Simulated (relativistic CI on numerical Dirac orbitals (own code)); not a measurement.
**Ligand-field terms of d5**

Computed with a parametric ligand-field model of a d^n configuration (Racah B and C, spin-orbit zeta, crystal field), exact diagonalisation.

Field parameters in Wybourne normalisation: Td as Oh with Dq negative (B⁴₀ = 21Dq, B⁴₄ = √(5/14) B⁴₀). The field is a parameter set, without covalency.

Task: Ground term and bands for B = 850, C = 3020, ζ = 0 cm⁻¹, Td, 10Dq = -6200 cm⁻¹?

Result: Ground term 6A1 with 2.00 electrons in the two orbitals of the cubic e set. Spin-allowed: none. Lowest spin-forbidden: 4T1 19286 cm⁻¹ (519 nm), 4T2 22448 cm⁻¹ (445 nm), 4A1+E 23600 cm⁻¹ (424 nm). A high-spin d5 ion has no spin-allowed d-d band, hence its pale colour.

Task: Ground term and bands for B = 850, C = 3020, ζ = 0 cm⁻¹, Td, 10Dq = -10800 cm⁻¹?

Result: Ground term 6A1 with 2.00 electrons in the two orbitals of the cubic e set. Spin-allowed: none. Lowest spin-forbidden: 4T1 14966 cm⁻¹ (668 nm), 2T2 17867 cm⁻¹ (560 nm), 4T2 19809 cm⁻¹ (505 nm). A high-spin d5 ion has no spin-allowed d-d band, hence its pale colour.

Task: Ground term and bands for B = 850, C = 3020, ζ = 0 cm⁻¹, Td, 10Dq = -4680 cm⁻¹?

Result: Ground term 6A1 with 2.00 electrons in the two orbitals of the cubic e set. Spin-allowed: none. Lowest spin-forbidden: 4T1 20651 cm⁻¹ (484 nm), 4T2 22973 cm⁻¹ (435 nm), 4A1+E 23600 cm⁻¹ (424 nm). A high-spin d5 ion has no spin-allowed d-d band, hence its pale colour.

Task: Ground term and bands for B = 850, C = 3020, ζ = 0 cm⁻¹, Td, 10Dq = -9260 cm⁻¹?

Result: Ground term 6A1 with 2.00 electrons in the two orbitals of the cubic e set. Spin-allowed: none. Lowest spin-forbidden: 4T1 16431 cm⁻¹ (609 nm), 2T2 20719 cm⁻¹ (483 nm), 4T2 20849 cm⁻¹ (480 nm). A high-spin d5 ion has no spin-allowed d-d band, hence its pale colour.

Task: Ground term and bands for B = 850, C = 3020, ζ = 0 cm⁻¹, Td, 10Dq = -3140 cm⁻¹?

Result: Ground term 6A1 with 2.00 electrons in the two orbitals of the cubic e set. Spin-allowed: none. Lowest spin-forbidden: 4T1 21954 cm⁻¹ (455 nm), 4T2 23329 cm⁻¹ (429 nm), 4A1+E 23600 cm⁻¹ (424 nm). A high-spin d5 ion has no spin-allowed d-d band, hence its pale colour.
